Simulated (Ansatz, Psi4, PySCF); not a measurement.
Molecule: silyloxyboronic acid, H$_{5}$BSiO$_{3}$, charge 0, multiplicity 1. SMILES: OB(O)O[SiH3]
Coordinates optimised at B3LYP-D3(BJ)/def2-TZVP (Ansatz, a quantum-chemistry and plane-wave program):
```
O
B 1 1.3589
O 2 1.3705 1 117.23
H 3 0.9598 2 115.93 1 180.00
O 2 1.3784 1 117.91 3 180.00
H 5 0.9599 2 116.65 1 -180.00
Si 1 1.6507 2 132.96 3 180.00
H 7 1.4772 1 106.69 2 -180.00
H 7 1.4802 8 109.65 1 -119.88
H 7 1.4802 8 109.65 9 -120.25
```

HF/STO-3G beside other levels, property by property. Conventions: UHF or UKS for open shells; 6-31G* and kin with 6d, 5d where marked; no dispersion term unless named; valence correlation only; non-relativistic; no spin-orbit coupling; atomisation electronic, to ground-state atoms. Basis-set limits of correlation are two-point, X^-3; Hartree-Fock from the larger set. First-principles rows: single points at B3LYP-D3(BJ) geometries (Ansatz), with unscaled harmonic terms from B3LYP/6-31G* (Ansatz) at its own minima, enthalpies of formation by atomisation with measured atoms.

Coupled cluster (Ansatz) is a level with limits of its own, used here on species with T1 under 0.025 (0.045 for open shells) and stable references: (a) CCSD(T)/CBS(aug-cc-pV(T+d)Z,aug-cc-pV(Q+d)Z); (b) CCSD(T)/CBS(cc-pV(T+d)Z,cc-pV(Q+d)Z).

```
property                                                                                   HF/STO-3G (Ansatz)  PBE/6-31G* (Ansatz)  BP86/def2-SVP (PySCF)  wB97X-D/6-31G* (Psi4)             to compare with
-----------------------------------------------------------------------------------------  ------------------  -------------------  ---------------------  ---------------------  --------------------------
proton affinity at O (heteroatom site), enthalpy at 298 K, to OB(O)[OH+][SiH3] (kcal/mol)               271.4                191.7                  194.5                  193.9   188.5 coupled cluster (b)
atomisation energy (kcal/mol)                                                                           769.8                953.2                  975.8                  941.7   963.1 coupled cluster (a)
enthalpy of formation at 298 K (kcal/mol)                                                               -56.0               -239.4                 -262.0                 -227.9  -249.3 coupled cluster (a)
```

As the rows show:
- proton affinity at O (heteroatom site), enthalpy at 298 K, to OB(O)[OH+][SiH3]: HF/STO-3G lies 82.9 kcal/mol above coupled cluster.
- atomisation energy: HF/STO-3G lies 193.3 kcal/mol below coupled cluster.
- enthalpy of formation at 298 K: HF/STO-3G lies 193.3 kcal/mol above coupled cluster.

The properties are those with a value to compare with, at most eight drawn at random. No case is left out for the size of its miss. Left out are saddle points of the reference geometry, anions that the best level run finds unbound, excited spin states, species near biochemistry, 298 K rows of species without real B3LYP wavenumbers, cases with under five habitual levels, runs that failed or that the program found above a lower state of the same kind, table entries that another table contradicts, and a share of species set aside by lot.
